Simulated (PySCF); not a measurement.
**Ga (gallium, neutral): PBE calculation**

Configuration: [Ar] 3d10 4s2 4p1, 2P determinant. All numbers are calculated (PySCF 2.14, the non-relativistic Hamiltonian (point nucleus), in pcseg-2).

| Quantity | Value |
| --- | --- |
| Total energy | -1924.564 hartree |
| One-electron energy | -2684.020 hartree |
| Hartree (Coulomb) energy | 834.172 hartree |
| Exchange-correlation energy | -74.716 hartree |
| Kinetic energy | 1923.84515 hartree |
| ⟨S²⟩ | 0.7522 |
| ⟨L²⟩ | 2.008 |
| Sum of ⟨r⟩ | 23.32 bohr |
| Sum of ⟨r²⟩ | 40.06 bohr² |
| Traceless quadrupole moment −½Σ⟨3z² − r²⟩ along its main axis | -5.36 e·bohr² |
| Density at the nucleus (Gaussians lack the cusp) | 20200 bohr⁻³ |
| Spin density at the nucleus | -0.266 bohr⁻³ |
| Langevin diamagnetic susceptibility | -31.7 ×10⁻⁶ cm³/mol |
| Time after the integrals | 0.56 s of wall time on 1 thread of Neoverse-V1 (shared host) |

```
shell  electrons  mean orbital energy (eV)  spread (eV)  rms radius, mean of both spins (bohr)
 1s α          1                  -10091.0            0                                 0.0572
 1s β          1                  -10091.0            0                                 0.0572
 2s α          1                   -1231.7            0                                  0.240
 2s β          1                   -1231.7            0                                  0.240
 2p α          3                   -1091.2        0.062                                  0.213
 2p β          3                   -1091.2        0.088                                  0.213
 3s α          1                   -143.20            0                                  0.712
 3s β          1                   -143.19            0                                  0.712
 3p α          3                   -97.652        0.237                                  0.743
 3p β          3                   -97.632        0.291                                  0.743
 3d α          5                   -19.716        0.238                                  0.923
 3d β          5                   -19.662        0.338                                  0.923
 4s α          1                    -8.878            0                                   2.56
 4s β          1                    -8.298            0                                   2.56
 4p α          1                    -2.961            0                                   3.70
```
